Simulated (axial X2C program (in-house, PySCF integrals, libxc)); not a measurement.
Testing model relations on AsN

A bond curve at the PBE0 level, two-component, was computed with an in-house relativistic program for diatomic molecules (basis As dyall-cv3z [9s9p6d4f1g], N dyall-av3z [7s7p3d2f] (cores contracted in-house)) for the state Ω = 0 (closed shell). Its fit gives Re = 1.5977 Å, ωe = 1163.9 cm⁻¹, ωexe = 4.18 cm⁻¹ and αe = 3.019e-03 cm⁻¹; the masses are 74.9216 and 14.0031 u. Two-component means X2C with spin–orbit coupling and atomic mean-field Coulomb and Gaunt terms.

(1) Find the reduced mass, Be and the force constant.

(2) A Morse curve ties αe to the other constants (Pekeris). How well does that hold?

(3) The dipole moment p changes by 0.60 D/Å at Re. What harmonic infrared intensity follows?

(4) Where do the fundamental and the first overtone lie?

(5) Give B0, the J = 1←0 line in GHz and the most populated J at 300 K (kT = 208.5 cm⁻¹).

Occupations by symmetry block were frozen at the best pattern of an incomplete PBE0 search.

Results:

(1) From the PBE0 values: μ = 11.7980 u. Be = 16.8576/(μ Re²) = 0.5598 cm⁻¹. k = 5.8918×10⁻⁷ μ ωe² = 9.42 mdyn/Å.

(2) αe(Morse) = 6Be²/ωe × (√(ωexe/Be) − 1) = 2.799e-03 cm⁻¹; the PBE0 curve gives 3.019e-03 cm⁻¹, a ratio of 0.93.

(3) I = 42.256 × (dp/dR)²/μ = 1.3 km/mol.

(4) ν(1←0) = ωe − 2ωexe = 1155.5 cm⁻¹; ν(2←0) = 2ωe − 6ωexe = 2302.7 cm⁻¹.

(5) B0 = Be − αe/2 = 0.5582 cm⁻¹; 2B0 = 33.47 GHz; J(max) ≈ √(kT/2B0) − 1/2 = 13.2, so J = 13.
